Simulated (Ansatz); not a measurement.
Ideal-gas functions of F$_{3}$HSeTi, SMILES `[F][Ti]([F])([F])[SeH]` at 298.15 K and 1 bar, from an Ansatz frequency run at PBE0-D4/def2-TZVP.

Molar mass 184.83 g/mol, point group Cs (symmetry number 1), electronic degeneracy 1, moments of inertia 158.111, 415.035, 421.876 u Å². Harmonic wavenumbers (cm⁻¹, unscaled): 82, 126, 150, 172, 204, 211, 352, 472, 734, 796, 814, 2418.

Use S(trans) = R[1.5 ln M + 2.5 ln T − 1.1517]; rotational temperatures θ = 24.2544 K / I; S(rot) = R[ln(√π/σ · √(T³/θAθBθC)) + 1.5]; for each mode x = 1.438777 ν̃/T, S = R[x/(eˣ − 1) − ln(1 − e⁻ˣ)] and H = RT x/(eˣ − 1); 1 cm⁻¹ = 0.0119627 kJ/mol; R = 8.31446 J/(mol·K).

Task: By hand: the entropy, in J/(mol·K).

Result: Translation 174.0. Rotation: θ = 0.1534, 0.0584, 0.0575 K, giving 119.8. Vibration, mode by mode: 16.08, 12.58, 11.18, 10.10, 8.77, 8.51, 4.84, 3.06, 1.12, 0.88, 0.82, 0.00, in all 78.0. Electronic 0.0. Sum 371.8 J/(mol·K).

Task: By hand: H − E and G − E in kJ/mol, counted from the electronic energy.

Result: Zero-point energy ½ × 6531 × 0.0119627 = 39.1; thermal vibration 12.2; translation, rotation and pV give 4 RT = 9.9. H − E = 61.2 kJ/mol, and G − E = 61.2 − 298.15 × 371.8/1000 = -49.7 kJ/mol.

Vibration gives 21 % of the entropy, 28.7 J/(mol·K) of it from the modes under 150 cm⁻¹: soft modes count most, and the harmonic formula is weakest for them. The sum counts one conformer and one mirror image; others add a mixing term.
